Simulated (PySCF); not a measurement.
CH3Si, doublet, at a GFN2-xTB geometry. Base run: DF-PBE0/6-31G* (PySCF).

Here is a job for PySCF.
```python
from pyscf import gto, scf, dft

mol = gto.Mole()
mol.atom = '''
    C    -1.045433    0.377580    0.259299
    Si    0.551399   -0.278506   -0.142543
    H    -1.916246   -0.262417    0.256324
    H    -1.276894    1.393288   -0.038928
    H     1.746154    0.502727    0.222410
'''
mol.basis = '6-31g*'
mol.charge = 0
mol.spin = 1
mol.verbose = 5
mol.build()

mf = dft.UKS(mol)
mf.xc = 'pbe0'
mf = mf.density_fit(auxbasis='def2-universal-jkfit')
mf.kernel()
```

The base run was repeated with changes; each row names its change, and settings that it needs were set with it.

```csv
change,basis functions,E (Eh),HOMO (eV),dipole (D)
base,38,-329.08807,-6.31,0.43
basis = STO-3G,17,-325.24651,-3.13,0.56
basis = 6-31G,28,-329.06063,-6.28,0.47
basis = def2-SV(P),38,-328.98035,-6.39,0.39
basis = pc-1,47,[?],[?],[?]
basis = 6-31G**,47,-329.09274,-6.31,0.42
basis = cc-pVDZ,47,[?],[?],[?]
basis = def2-SVP,47,-328.98780,-6.38,0.38
basis = 6-311G**,62,-329.12536,-6.41,0.39
"basis = 6-311+G(2d,p)",80,-329.12975,-6.46,0.43
basis = def2-TZVPD,[?],[?],[?],0.41
basis = cc-pV(T+d)Z,111,-329.13713,-6.44,0.37
basis = def2-TZVPP,115,-329.13373,-6.45,0.41
```

**Question.** Some entries are withheld; supply them.

**Answer.** 
- basis = pc-1, E (Eh): -329.10108
- basis = pc-1, HOMO (eV): -6.43
- basis = pc-1, dipole (D): 0.49
- basis = cc-pVDZ, E (Eh): -329.10941
- basis = cc-pVDZ, HOMO (eV): -6.35
- basis = cc-pVDZ, dipole (D): 0.35
- basis = def2-TZVPD, basis functions: 107
- basis = def2-TZVPD, E (Eh): -329.13316
- basis = def2-TZVPD, HOMO (eV): -6.47

Totals compare only among sets that treat the same electrons; sets with core potentials leave the core out.

Open shells are given as the SCF converged; they aren't shown to be the lowest states, and a large step between rows can be another state.
